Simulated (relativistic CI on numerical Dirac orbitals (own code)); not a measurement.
Electric-dipole transitions in Lu³⁶⁺

Computed by Dirac-Coulomb-Breit CI, KLI orbitals optimised for each configuration, QED by a radiative potential, unscaled Slater integrals (own radial code, finite nucleus).

Configuration list (outside the closed core [Ar] 3d10): 4s²4p⁵, 4s4p⁶, 4s²4p⁴4d, 4s4p⁵4d, 4s²4p⁴4f, 4s4p⁵4f, 4p⁶4d, 4s4p⁴4d², 4s²4p³4d4f, 4p⁶4f, 4p⁵4d², 4p⁴4d³, 4p⁴4d²4f. Double excitations out of closed p, d and f shells are left out; levels of such configurations are missing from the list, as are those of other unlisted configurations, and high levels can miss mixing partners.

```tsv
λ vac (nm)	Lower	Upper	A (s⁻¹)	log gf	S velocity/length
5.2693	4s²4p⁵ ²P°3/2 [1]	4s²4p⁴4d ²D5/2 [26]	1.67e+12	0.62	0.80
5.2897	4s²4p⁵ ²P°3/2 [1]	4s²4p⁴4d ²P3/2 [25]	1.71e+12	0.46	0.73
5.3028	4s²4p⁵ ²P°3/2 [1]	4s²4p⁴4d ²S1/2 [24]	2.22e+12	0.27	0.81
5.3282	4s²4p⁵ ²P°3/2 [1]	4s²4p⁴4d ²D5/2 [23]	2.92e+11	-0.13	0.84
5.3352	4s²4p⁵ ²P°1/2 [2]	4s²4p⁴4d ²D3/2 [30]	1.59e+12	0.43	0.80
6.0116	4s²4p⁴4d ⁴D3/2 [3]	4s²4p⁴4f ⁴D°3/2 [50]	4.08e+11	-0.05	1.01
6.1449	4s²4p⁴4d ⁴P1/2 [4]	4s4p⁵4d ²P°1/2 [47]	6.69e+11	-0.12	1.04
6.1979	4s²4p⁴4d ⁴D5/2 [5]	4s4p⁵4d ²D°5/2 [46]	2.41e+11	-0.08	1.07
6.2591	4s²4p⁴4d ²D3/2 [7]	4s²4p⁴4f ²F°5/2 [54]	2.88e+11	0.01	1.17
6.3168	4s²4p⁴4d ⁴D5/2 [5]	4s4p⁵4d ²F°7/2 [43]	2.49e+11	0.08	1.14
6.3815	4s²4p⁴4d ⁴F7/2 [6]	4s²4p⁴4f ²G°9/2 [44]	3.59e+11	0.34	1.23
6.3902	4s²4p⁴4d ²F7/2 [9]	4s²4p⁴4f ²F°7/2 [53]	3.02e+11	0.17	1.05
6.3922	4s²4p⁴4d ²G7/2 [18]	4s²4p⁴4f ²H°9/2 [68]	3.55e+11	0.34	1.23
6.4088	4s²4p⁴4d ⁴F7/2 [6]	4s4p⁵4d ²F°7/2 [43]	2.51e+11	0.09	1.12
6.4181	4s²4p⁴4d ²P1/2 [8]	4s4p⁵4d ²D°3/2 [52]	5.37e+11	0.12	1.03
6.5982	4s²4p⁴4d ²F7/2 [9]	4s²4p⁴4f ²G°9/2 [48]	3.99e+11	0.42	1.13
6.6201	4s²4p⁴4d ²D5/2 [11]	4s4p⁵4d ²D°5/2 [56]	4.08e+11	0.21	1.19
6.6501	4s²4p⁴4d ⁴F9/2 [10]	4s²4p⁴4f ²G°9/2 [48]	2.14e+11	0.15	1.15
6.6813	4s²4p⁴4d ²D5/2 [11]	4s²4p⁴4f ²F°7/2 [55]	4.50e+11	0.38	1.17
6.7010	4s²4p⁵ ²P°1/2 [2]	4s²4p⁴4d ²P1/2 [29]	1.32e+12	0.25	0.69
6.7435	4s²4p⁴4d ⁴D7/2 [19]	4s²4p⁴4f ⁴G°9/2 [65]	3.81e+11	0.42	1.15
6.7907	4s²4p⁴4d ⁴F9/2 [10]	4s²4p⁴4f ⁴G°11/2 [45]	3.55e+11	0.47	1.23
6.8175	4s²4p⁴4d ²G9/2 [22]	4s²4p⁴4f ²H°11/2 [70]	3.43e+11	0.46	1.25
6.9539	4s²4p⁴4d ⁴F7/2 [6]	4s4p⁵4d ²F°5/2 [38]	2.81e+11	0.09	1.11
6.9800	4s²4p⁵ ²P°1/2 [2]	4s²4p⁴4d ²D3/2 [28]	5.88e+11	0.24	0.74
7.0036	4s²4p⁴4d ²F7/2 [9]	4s4p⁵4d ²D°5/2 [40]	2.84e+11	0.10	1.17
7.0672	4s²4p⁵ ²P°3/2 [1]	4s4p⁶ ²S1/2 [14]	4.36e+11	-0.19	0.99
7.1119	4s²4p⁵ ²P°3/2 [1]	4s²4p⁴4d ²D5/2 [13]	4.50e+11	0.31	0.76
7.1596	4s²4p⁴4d ²D5/2 [13]	4s²4p⁴4f ²F°7/2 [53]	2.76e+11	0.23	1.39
7.2364	4s²4p⁵ ²P°3/2 [1]	4s²4p⁴4d ²D3/2 [12]	3.52e+11	0.04	0.64
```

Terms are leading LS components. Brackets give the number of a level in order of energy, since labels repeat. The list gives strong lines, with weight on those to low levels, among the lowest 200 of 2132 levels, so that lines to higher ones, which can be the strongest, are missing. Levels whose partners in the same complex of configurations lie outside the list can be far off, and so can their lines. Rates are taken at the computed energies, electric ones in the length gauge. A velocity-to-length ratio far from 1 marks an uncertain rate.

At this charge energies of transitions that change n are usually good to better than 1 %, and those within a shell (Δn = 0) to a few per cent.

LS names give the leading component of a level, which can be under half, so a name can repeat, a term be missing and a line seem to break the LS rules.
